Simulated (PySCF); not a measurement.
## Calculated properties of `O=C1NCC[C@@H]1CF`

Compound: C5H8FNO.
Numbering: `[O:1]=[C:2]1[NH:3][CH2:4][CH2:5][C@@H:6]1[CH2:7][F:8]` (hydrogens: H9 on N3; H10, H11 on C4; H12, H13 on C5; H14 on C6; H15, H16 on C7)

Cartesian coordinates in Å at the GFN2-xTB level; atoms count from 1:
```xyz
16
C5H8FNO angstrom
O      0.0412    2.4290    0.3392
C     -0.3022    1.2859    0.1597
N     -1.4906    0.7486    0.4938
C     -1.6566   -0.6415    0.1418
C     -0.2147   -1.1088   -0.0939
C      0.5258    0.1717   -0.4885
C      1.9777    0.2422   -0.0450
F      2.7427   -0.6523   -0.7554
H     -2.2413    1.3037    0.8703
H     -2.1468   -1.1911    0.9486
H     -2.2633   -0.7418   -0.7673
H      0.2046   -1.5021    0.8333
H     -0.1498   -1.8823   -0.8555
H      0.4908    0.3240   -1.5729
H      2.0896   -0.0163    1.0130
H      2.3852    1.2399   -0.2328
```

Some functional groups and rings: amide and C–F bond.

**GFN2-xTB geometry**

```yaml
Point_group_of_the_GFN2-xTB_geometry: C1
Rotational_constants_A_B_C_of_the_GFN2-xTB_geometry: 3.264, 1.636, 1.142 GHz
```

From PBE0/def2-SVPD ground state and vertical TDDFT (core frozen in the response) (PySCF):

```yaml
Dipole_moment: 4.15 D
HOMO_energy: -7.49 eV
LUMO_energy: 0.36 eV
HOMO–LUMO_gap: 7.85 eV
Lowest_singlet_excitation: 5.77 eV (215 nm, f = 0.000)
Strongest_line_among_the_8_lowest_singlet_transitions: S4 at 7.26 eV (171 nm, f = 0.150)
Lowest_triplet_excitation_Tamm–Dancoff: 5.27 eV
Static_isotropic_polarisability: 68.1 au
Electronic_spatial_extent_⟨r²⟩_about_the_centre_of_nuclear_charge: 988 bohr²
```

**PBE0/pcSseg-1 ground state and GIAO shieldings, non-relativistic (PySCF)**

```yaml
Lowest_Hirshfeld_atomic_charge: -0.30 e on O1
Highest_Hirshfeld_atomic_charge: +0.17 e on C2
13C_chemical_shifts_computed_TMS_as_zero_by_class: 174.3 (C2), 91.2 (C7), 44.8 (C6), 42.7 (C4), 31.9 (C5) ppm
1H_chemical_shifts_computed_TMS_as_zero_by_class: 5.35 (H16), 4.46 (H15), 4.25 (H9), 3.52 (H11), 3.40 (H10), 2.68 (H14), 2.50 (H13), 1.91 (H12) ppm
Isotropic_shieldings_of_nuclei_other_than_C_and_H_by_class: 140 (N3), -54 (O1), 426 (F8) ppm
Mayer_bond_orders_between_heavy_atoms: O1–C2 1.96, C2–N3 1.17, N3–C4 0.93, C4–C5 1.02, C5–C6 0.98, C6–C7 1.02, C7–F8 0.88, C6–C2 0.88
```

Monoisotopic mass (most abundant isotopes): 117.0590 u.

The polarisability is 10.10 Å³ as a volume (1 au = 0.148185 Å³), or 1.10 au for each of the 62 electrons. A dipole of 4.15 D is allowed in C1, and pure rotational transitions are dipole-allowed. S1 lies 2.08 eV below the HOMO–LUMO gap; its leading configuration is HOMO→LUMO, weight 0.50, beside HOMO→LUMO+1, weight 0.39. The vertical singlet–triplet gap S1 − T1 is 0.50 eV (TDDFT singlet less Tamm–Dancoff triplet; S1: HOMO→LUMO, weight 0.50, beside HOMO→LUMO+1, weight 0.39; T1: HOMO→LUMO, weight 0.50, beside HOMO→LUMO+1, weight 0.44). No computed singlet falls in the visible range (750 to 380 nm, 1.65 to 3.26 eV); S1 lies 2.51 eV above its blue end. The principal polarisabilities are 54.6, 71.0 and 78.8 au; their mean is the isotropic value. The dipole matches unit charges of opposite sign 0.86 Å apart (1 e·Å = 4.8032 D). The rotational constants make it an asymmetric top with κ = (2B − A − C)/(A − C) = -0.53, nearer the prolate limit (−1).

Isolated species at its GFN2-xTB geometry (one conformer only).

For the TDDFT job (PBE0/def2-SVPD), time: 45 s of wall time. Hardware: one thread, Arm Neoverse V1 (shared host).
